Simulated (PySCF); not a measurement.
System: C4H4OSe (charge 0, singlet). 
Structure (B3LYP-D3(BJ)/def2-TZVP (Ansatz) minimum search):
```xyz
10

O      2.6561    -0.8820     0.0764
C      1.3229    -0.5798     0.0452
C      0.2909    -1.5727     0.0837
C     -0.9716    -1.0782     0.0436
Se    -0.9797     0.7858    -0.0517
C      0.8887     0.7063    -0.0256
H      2.7672    -1.8370     0.1264
H      0.5055    -2.6332     0.1404
H     -1.8927    -1.6364     0.0613
H      1.4980     1.5927    -0.0637
```

Dispersion corrections to the total energy (kcal/mol) from the dftd3 and dftd4 libraries through PySCF: D3(BJ) without and D4 with the three-body term, each with the damping fitted for the functional named.

| functional | D3(BJ) | D4 |
|---|---|---|
| B2PLYP | (withheld) | -4.57 |
| B3LYP | -11.44 | -10.70 |
| PBE0 | -5.55 | -5.52 |
| B2GP-PLYP | -4.78 | (withheld) |
| TPSS | -8.07 | -8.91 |
| r2SCAN | (withheld) | -1.55 |
| PBE | -6.32 | -6.58 |

Some entries are withheld; supply them.


- B2PLYP, D3(BJ): -5.45
- B2GP-PLYP, D4: -2.75
- r2SCAN, D3(BJ): -1.73
